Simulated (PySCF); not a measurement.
Several orderings of computed values.

All species are isolated and taken at one optimised geometry, non-relativistic unless stated; the electronic structure was computed with PySCF and density fitting.

The conformers computed, where there is a choice (atom-mapped SMILES and torsion angles):
- `[OH:1][CH2:2][C@@H:3]1[O:4][C@@H:5]1[F:6]`: O1–C2–C3–O4 -92°, H–O1–C2–C3 62°
- `[CH3:1][C:2]#[C:3][CH2:4][CH2:5][NH:6][CH3:7]`: C3–C4–C5–N6 179°, C4–C5–N6–C7 69°
- `[CH3:1][O:2][CH2:3]/[C:4]([CH3:5])=[CH:6]\[Cl:7]`: C1–O2–C3–C4 71°, O2–C3–C4–C5 61°
- `[CH2:1]1[CH2:2][CH:3]([C@@H:4]2[CH2:5][NH:6]2)[CH2:7]1`: C2–C3–C4–C5 -96°
- `[CH2:1]=[CH:2][CH2:3][N:4]1[CH2:5][CH2:6][CH2:7]1`: C1–C2–C3–N4 128°, C2–C3–N4–C5 180°

Task: Rank by dipole moment, highest first (PBE0/def2-SVPD at GFN2-xTB geometries).
A. `C1CC([C@@H]2CN2)C1`
B. `N(CCC#CC)C`
C. `OC[C@@H]1O[C@@H]1F`
D. `COC/C(C)=C\Cl`

Result: A (1.73 D), C (1.37 D), D (1.18 D), B (0.88 D).

Task: By how much do the two ends of that ranking differ?

Result: By 0.85 D, between `C1CC([C@@H]2CN2)C1` and `CC#CCCNC`.

Task: Rank by electronic spatial extent ⟨r²⟩ about the centre of nuclear charge, lowest first (PBE0/def2-SVPD at GFN2-xTB geometries).
A. `OC[C@@H]1O[C@@H]1F`
B. `C=CCN1CCC1`
C. `COC/C(C)=C\Cl`
D. `C1CC(C1)[C@H]1NC1`

Result: A (588 bohr²), D (873 bohr²), B (931 bohr²), C (1084 bohr²).

Task: Rank by lowest singlet excitation, highest first (TDDFT PBE0/def2-SVPD at GFN2-xTB geometries).
A. `OC[C@@H]1O[C@@H]1F`
B. `CC#CCCNC`
C. `COC/C(C)=C\Cl`
D. `C=CCN1CCC1`
E. `C1([C@@H]2CN2)CCC1`

Result: A (7.27 eV), E (6.46 eV), C (6.02 eV), B (5.77 eV), D (5.32 eV).

Task: Rank by static isotropic polarisability, highest first (PBE0/def2-SVPD at GFN2-xTB geometries).
A. `CC#CCCNC`
B. `C(/C)(COC)=C\Cl`
C. `OC[C@@H]1O[C@@H]1F`
D. `C1CC([C@@H]2CN2)C1`

Result: A (83.2 au), B (80.2 au), D (74.5 au), C (44.4 au).

Task: Give the two extremes of that set as polarisability volumes in Å³.

Result: `OC[C@@H]1O[C@@H]1F`: 6.58 Å³; `CC#CCCNC`: 12.32 Å³.

Task: Rank by HOMO–LUMO gap, highest first (PBE0/def2-SVPD at GFN2-xTB geometries).
A. `COC/C(C)=C\Cl`
B. `C1CC([C@@H]2CN2)C1`
C. `C=CCN1CCC1`
D. `OC[C@@H]1O[C@@H]1F`

Result: D (8.83 eV), B (7.66 eV), A (7.04 eV), C (6.52 eV).

Task: Give the two extremes of that set in kcal/mol.

Result: `C=CCN1CCC1`: 150 kcal/mol; `OC[C@@H]1O[C@@H]1F`: 204 kcal/mol.

Task: Rank by HOMO energy, highest first (PBE0/def2-SVPD at GFN2-xTB geometries).
A. `OC[C@@H]1O[C@@H]1F`
B. `C(=C(/COC)C)/Cl`
C. `CC#CCCNC`
D. `C1CC([C@@H]2CN2)C1`

Result: C (-6.28 eV), D (-6.87 eV), B (-7.24 eV), A (-8.26 eV).
